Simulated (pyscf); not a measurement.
Single points on ωB97X-D3(BJ)/def2-SVP structures (PySCF, gas phase). Correlated levels are frozen-core, on RHF or UHF. ΔMP2 is the change of the MP2 total energy from the triple- to the quadruple-zeta basis. Singlets are restricted, triplets unrestricted.

Singlet (Å):
```xyz
4

P     -0.2052     1.0735    -0.0525
Ga     1.7993     0.5879    -1.2986
H      0.3765     0.3703     1.0507
H     -0.7746    -0.1148    -0.6126
```

Triplet (Å):
```xyz
4

P      0.7917    -0.9054     0.1359
Ga     1.7232     1.1422    -0.6215
H      0.6561    -0.5667     1.5138
H     -0.5721    -0.6339    -0.1773
```

For these two minima of H₂P–Ga, which spin state lies lower at CCSD(T)/def2-TZVPP + ΔMP2(QZVPP), and by how much (electronic energies)?

The singlet, by 46.6 kcal/mol. Zero-point energy shifts E(triplet) − E(singlet) by +0.4 kcal/mol. Other isomers of H₂P–Ga [singlet] were not searched in full and may lie lower. 

E(triplet) − E(singlet) by level (kcal/mol):

```tsv
level	gap
ωB97X-D3(BJ)/def2-TZVP	+47.2
PBE/def2-TZVP	+43.4
r²SCAN/def2-TZVP	+40.1
B3LYP-D3(BJ)/def2-TZVP	+45.2
PBE0-D3(BJ)/def2-TZVP	+42.2
M06-2X/def2-TZVP	+42.4
ωB97M-D3(BJ)/def2-TZVP	+47.0
HF/def2-TZVP	+29.5
MP2/def2-QZVPP	+46.0
CCSD/def2-TZVPP	+43.5
CCSD(T)/def2-TZVPP	+44.0
CCSD(T)/def2-TZVPP + ΔMP2(QZVPP)	+46.6
```

The triplet is the lowest one reached from the SCF start used. The CCSD(T) − MP2 part came from Ansatz, without density fitting, on the same reference. The frozen core leaves the outer d or s,p core shells of the metals and heavy elements correlated in the MP2 and CC values, and def2-TZVPP describes them poorly, which can shift differences by a few kcal/mol. Elements up to Kr have no core potential and no relativistic terms here.
